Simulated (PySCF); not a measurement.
# Two-component Hartree-Fock for Au⁶⁰⁺ (gold, charge +60)

Start: [Ar] 3d1; 3d3/2 filled at m_j = +3/2. Calculated with PySCF 2.14 in an even-tempered Gaussian basis (15 s from 19 bohr⁻², ratio 2.8; 12 p from 24 bohr⁻², ratio 2.8; 8 d from 24 bohr⁻², ratio 2.8; 3 f from 74 bohr⁻², ratio 3): generalised Hartree-Fock with the X2C-1e Hamiltonian and a Gaussian nucleus; one run each with spin-orbit coupling (SO) switched off, then screened by Boettger's factors.

```tsv
spinor shell	electrons	ε, spin-free (eV)	ε, screened SO (eV)	weight of nominal j (screened SO)	rms radius, screened SO (bohr)
1s1/2	2	-85702.3	-85670.7	1.000	0.0190
2s1/2	2	-18865.7	-18855.1	1.000	0.0761
2p1/2	2	-16932.3	-18276.8	1.000	0.0644
3s1/2	2	-7301.8	-7298.5	1.000	0.187
3p1/2	2	-6720.8	-7069.9	1.000	0.177
3p3/2	4	-6720.8	-6580.0	1.000	0.191
3d3/2	1	-6248.3	-6311.3	1.000	0.162
```

Task: Where does 2p3/2 lie, and what is the 2p spin-orbit splitting (screened SO)?

Result: At -16401.6 eV, 1875.3 eV above 2p1/2.

| quantity | spin-free | screened SO |
| --- | --- | --- |
| E (hartree) | -15210.21775 | -15241.05236 |
| M_J | 3/2 | 3/2 |
| ⟨J²⟩ | 3.959 | 3.750 |
| ⟨L²⟩ | 6.000 | 6.077 |
| ⟨S²⟩ | 0.750 | 0.826 |

Each row is a mean over spinors that exchange with the open shell spreads, by up to 27.959 eV (3p1/2).

Breit and QED terms are absent; they matter most for the inner s and p1/2 levels.

Densities and radii are taken from the X2C orbitals without a picture-change correction, which distorts them close to the nucleus.

Without spin-orbit coupling the j labels of p, d and f shells carry no meaning; the spin-free column gives the mean over the occupied spinors of each nl shell, and its ⟨J²⟩ belongs to a mixture of degenerate components.
